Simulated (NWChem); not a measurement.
Species: C3H4O2Si; SMILES O1C(O[SiH2]1)=C=C

```xyz
10

C      0.0000     0.0000    -3.0102
C      0.0000     0.0000    -1.7015
C      0.0000     0.0000    -0.3926
O      0.0000    -1.0918     0.4569
Si     0.0000     0.0000     1.7631
O      0.0000     1.0918     0.4569
H      0.9328     0.0000    -3.5904
H     -0.9328     0.0000    -3.5904
H     -1.2294     0.0000     2.5929
H      1.2294     0.0000     2.5929
```
Atoms are numbered in this order, from 1.

Results from NWChem. All runs use the structure optimised with PBE0/def2-SVP. Atomic charges in e: unrestrained fits to the electrostatic potential beside Mulliken populations; buried atoms are poorly determined by the fit.

Task: What does the run give for B3LYP/def2-SVP? Quantities: ESP C1; Mulliken C1; ESP C2; Mulliken C2; ESP C3; Mulliken C3; ESP O4; Mulliken O4; ESP Si5; Mulliken Si5; relative RMS misfit of the potential (%).

Result: 
```yaml
ESP C1: -0.17
Mulliken C1: -0.20
ESP C2: -0.16
Mulliken C2: 0.09
ESP C3: 0.44
Mulliken C3: 0.30
ESP O4: -0.51
Mulliken O4: -0.42
ESP Si5: 0.99
Mulliken Si5: 0.74
relative RMS misfit of the potential (%): 30
```
